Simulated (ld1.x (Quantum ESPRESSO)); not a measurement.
## What the settings do to the PAW potential of Zn

Base potential:

```json
{
 "Element": "Zn (Z = 30)",
 "Generator": "ld1.x (Quantum ESPRESSO) 7.5",
 "Type": "PAW",
 "Functional": "PBEsol",
 "Relativity": "scalar-relativistic",
 "Frozen core": "[Ar]",
 "Valence charge": "12",
 "Reference configuration": "3d10 4s1.5 4p0.5",
 "Partial waves": "4s (bound): rcut 2.00, rcutus 2.10 bohr; 4s channel at 0.05 Ry: rcut 2.00, rcutus 2.10 bohr; 4p (bound): rcut 2.85, rcutus 3.60 bohr; 4p channel at 4.65 Ry: rcut 2.85, rcutus 3.60 bohr; 3d (bound): rcut 1.20, rcutus 1.35 bohr; 3d channel at 1.6 Ry: rcut 1.20, rcutus 1.35 bohr",
 "Local potential": "all-electron potential smoothed inside 1.05 bohr (lloc = -1)",
 "Core correction": "a·sin(br)/r model core inside 1.05 bohr",
 "Augmentation charge": "BESSEL, radius 1.30 bohr"
}
```

Cutoffs, loose and tight: the cutoffs (Ry, on a coarse ladder) from which the occupation-weighted sum of valence levels, in a spherical-Bessel basis at the reference potential, stays within 10 and 1 mRy of its value at 400 Ry. They do not see the model core or the augmentation charge, which bear on the density cutoff. Test errors are all-electron minus pseudo excitation energies from the reference, over the configurations 3d10 4s2 4p0; 3d10 4s1 4p0; 3d10 4s0 4p0; 3d9 4s2 4p0; 3d10 4s0 4p2; 3d10 4s1 4p1; 3d10 4s1.5 4p0. A dash means not determined; rows that change the core or the reference have their own tests.

A true bound ghost makes a file unfit for plane-wave use even where its test errors are small: the radial tests pick states by their node count and pass the ghost by.

```tsv
change	outcome	cutoff, loose	cutoff, tight	bound ghosts	largest test error (meV)
base	generated	60 Ry	110 Ry	s	-132
waves 3d (bound): rcut 0.84, rcutus 0.90 bohr; 3d channel at 1.6 Ry: rcut 0.84, rcutus 0.90 bohr	generated	180 Ry	300 Ry	s	+394
waves 3d (bound): rcut 0.98, rcutus 1.04 bohr; 3d channel at 1.6 Ry: rcut 0.98, rcutus 1.04 bohr	generated	140 Ry	230 Ry	s	-110
waves 3d (bound): rcut 1.20, rcutus 1.30 bohr; 3d channel at 1.6 Ry: rcut 1.20, rcutus 1.30 bohr	generated	70 Ry	110 Ry	s	-129
waves 3d (bound): rcut 1.20, rcutus 1.42 bohr; 3d channel at 1.6 Ry: rcut 1.20, rcutus 1.42 bohr	generated	55 Ry	90 Ry	s	-138
waves 3d (bound): rcut 1.20, rcutus 1.52 bohr; 3d channel at 1.6 Ry: rcut 1.20, rcutus 1.52 bohr	generated	50 Ry	80 Ry	s	-150
waves 3d (bound): rcut 1.20, rcutus 1.66 bohr; 3d channel at 1.6 Ry: rcut 1.20, rcutus 1.66 bohr	generated	45 Ry	70 Ry	s	-150
waves 3d (bound): rcut 1.20, rcutus 2.06 bohr; 3d channel at 1.6 Ry: rcut 1.20, rcutus 2.06 bohr	generated	25 Ry	40 Ry	s	-181
```

**Question.** What comes out with this change to the base: waves 3d (bound): rcut 1.10, rcutus 1.16 bohr; 3d channel at 1.6 Ry: rcut 1.10, rcutus 1.16 bohr?

**Answer.** outcome: generated; cutoff, loose: 110 Ry; cutoff, tight: 180 Ry; bound ghosts: s; largest test error (meV): -119.

**Question.** What comes out with this change to the base: waves 3d (bound): rcut 1.20, rcutus 1.94 bohr; 3d channel at 1.6 Ry: rcut 1.20, rcutus 1.94 bohr?

**Answer.** outcome: generated; cutoff, loose: 30 Ry; cutoff, tight: 45 Ry; bound ghosts: s; largest test error (meV): -171.

**Question.** What comes out with this change to the base: waves 3d (bound): rcut 1.20, rcutus 1.80 bohr; 3d channel at 1.6 Ry: rcut 1.20, rcutus 1.80 bohr?

**Answer.** outcome: generated; cutoff, loose: 35 Ry; cutoff, tight: 55 Ry; bound ghosts: s; largest test error (meV): -160.

Reading the sweep of the d radius (base included, trends over the rows without a ghost): Bound ghosts are found at 0.9, 1.04, 1.16, 1.3, 1.35, 1.42, 1.52, 1.66, 1.8, 1.94, 2.06 bohr. Every judged row has one, so this setting neither creates nor removes them.
